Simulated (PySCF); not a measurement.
# Electron correlation in Se (selenium, neutral)

[Ar] 3d10 4s1 4p5, high-spin 3P determinant (an excited configuration). Computed with PySCF 2.14 in x2c-QZVPPall (11s8p5d4f1g, 97 functions), with scalar relativity by spin-free X2C-1e. Frozen: [Ar] 3d10; 6 electrons correlated.

```tsv
level	correlation energy (mhartree)
CCSD	-187.02
(T)	-18.35
CCSD(T)	-205.37
```

Diagnostics: T1 = 0.028, D1 = 0.0634, largest double amplitude 0.209.

A double-excitation amplitude exceeds 0.15, a sign of near-degeneracy.

Cost of the coupled-cluster step: about 50 core-seconds, for 6 correlated electrons.

Iterations:

```
CC2 = 0
CCSD nocc = (np.int64(4), np.int64(2)), nmo = (83, 83)
frozen orbitals [[0, 1, 2, 3, 4, 5, 6, 7, 8, 9, 10, 11, 12, 13], [0, 1, 2, 3, 4, 5, 6, 7, 8, 9, 10, 11, 12, 13]]
max_cycle = 100
direct = 0
conv_tol = 1e-08
conv_tol_normt = 1e-06
diis_space = 8
diis_start_cycle = 0
Init t2, MP2 energy = -0.141984323180099
Init E_corr(UCCSD) = -0.14198432318083
cycle = 1  E_corr(UCCSD) = -0.161745728498274  dE = -0.0197614053  norm(t1,t2) = 0.113657
cycle = 2  E_corr(UCCSD) = -0.171481648410524  dE = -0.00973591991  norm(t1,t2) = 0.0734384
cycle = 3  E_corr(UCCSD) = -0.187605135325189  dE = -0.0161234869  norm(t1,t2) = 0.0494681
cycle = 4  E_corr(UCCSD) = -0.185922398670872  dE = 0.00168273665  norm(t1,t2) = 0.0069422
cycle = 5  E_corr(UCCSD) = -0.187279964072423  dE = -0.0013575654  norm(t1,t2) = 0.00464282
cycle = 6  E_corr(UCCSD) = -0.187062670168269  dE = 0.000217293904  norm(t1,t2) = 0.0023643
cycle = 7  E_corr(UCCSD) = -0.186978046209004  dE = 8.46239593e-05  norm(t1,t2) = 0.000977596
cycle = 8  E_corr(UCCSD) = -0.187036349684477  dE = -5.83034755e-05  norm(t1,t2) = 0.000461509
cycle = 9  E_corr(UCCSD) = -0.187013445657503  dE = 2.2904027e-05  norm(t1,t2) = 0.000197554
cycle = 10  E_corr(UCCSD) = -0.187024803552578  dE = -1.13578951e-05  norm(t1,t2) = 6.44618e-05
cycle = 11  E_corr(UCCSD) = -0.187020988521605  dE = 3.81503097e-06  norm(t1,t2) = 2.25929e-05
cycle = 12  E_corr(UCCSD) = -0.187021051061143  dE = -6.25395375e-08  norm(t1,t2) = 9.44105e-06
cycle = 13  E_corr(UCCSD) = -0.18702106073429  dE = -9.67314728e-09  norm(t1,t2) = 8.84794e-06
cycle = 14  E_corr(UCCSD) = -0.187020970737574  dE = 8.9996716e-08  norm(t1,t2) = 1.92794e-06
cycle = 15  E_corr(UCCSD) = -0.187020998999849  dE = -2.82622751e-08  norm(t1,t2) = 7.86175e-07
cycle = 16  E_corr(UCCSD) = -0.187020994145702  dE = 4.85414736e-09  norm(t1,t2) = 6.8676e-07
UCCSD converged
E(UCCSD) = -2427.903402098526  E_corr = -0.1870209941457019
UCCSD(T) correction = -0.0183525652078078
```
